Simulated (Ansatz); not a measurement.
C3H6O3, charge +3, doublet (typed; the unrestricted solution is spin-contaminated), geometry from GFN2-xTB of the parent state (a state made from the parent by changing its charge; the spin is typed, not shown lowest); SVWN5/def2-SVP (Ansatz, an electronic-structure program).

Ansatz was given this input:
Ansatz 0.2 input:
```yaml
crystal:
  periodic: [false, false, false]
  atoms:
    - {symbol: C, position_ang: [2.33990285, 0.02941708, 0.04714786]}
    - {symbol: O, position_ang: [1.11216933, -0.60569714, 0.10534414]}
    - {symbol: C, position_ang: [-0.00671483, 0.13926615, -0.00330296]}
    - {symbol: O, position_ang: [-0.06143046, 1.31624464, -0.13731416]}
    - {symbol: O, position_ang: [-1.05132865, -0.71099533, 0.06388082]}
    - {symbol: C, position_ang: [-2.33179129, -0.19795586, -0.04238490]}
    - {symbol: H, position_ang: [2.26312278, 1.10441969, 0.25431416]}
    - {symbol: H, position_ang: [3.01653692, -0.51791034, 0.72250398]}
    - {symbol: H, position_ang: [2.79796641, -0.10367022, -0.95399900]}
    - {symbol: H, position_ang: [-2.97741663, -0.80963811, 0.60763019]}
    - {symbol: H, position_ang: [-2.73616648, -0.37301836, -1.06006036]}
    - {symbol: H, position_ang: [-2.36770519, 0.87903572, 0.16556459]}
basis:
  gaussian:
    orbitals: def2-SVP
hamiltonian:
  xc: {name: SVWN5}
total_charge: 3
magnetization: {spin_polarized: true, initial_magnetization: 1}
```

Problem. Write the output that Ansatz gives for this input, abridged.

Solution. 
```
Functional definition: SVWN5
1251 factors; their error is unknown
mean field evaluation 1: about -9186.3883 eV, gradient 8.7e1 eV
mean field evaluation 2: about -9072.2891 eV, gradient 1.7e2 eV
mean field evaluation 4: about -9166.0525 eV, gradient 8.9e1 eV
mean field evaluation 8: about -9211.4470 eV, gradient 3.4e1 eV
mean field evaluation 16: about -9219.9889 eV, gradient 1.1e-1 eV
mean field evaluation 32: about -9079.4542 eV, gradient 1.5e2 eV
mean field evaluation 64: about -9219.9391 eV, gradient 7.7e-2 eV
mean field evaluation 96: about -9219.9392 eV, gradient 1.1e-5 eV
mean field evaluation 128: about -9219.8103 eV, gradient 1.0e-4 eV
mean field evaluation 160: about -9219.9161 eV, gradient 1.7e0 eV
mean field evaluation 192: about -9214.8797 eV, gradient 2.1e1 eV
mean field evaluation 224: about -9219.3036 eV, gradient 4.0e0 eV
mean field evaluation 256: about -9219.9305 eV, gradient 3.8e0 eV
mean field -9220.03210979 eV, -338.8299304726 hartree, gradient 7.9e-6 eV, S^2 1.502287; 19 other end points of the search recorded, 0 dependent functions left out
reference -9220.03213460 eV, -338.8299313842 hartree; 23, 22 occupied and 91, 92 virtual orbitals, 1251 factors
Total energy: -9220.03213460 eV, -338.8299313842 hartree
```
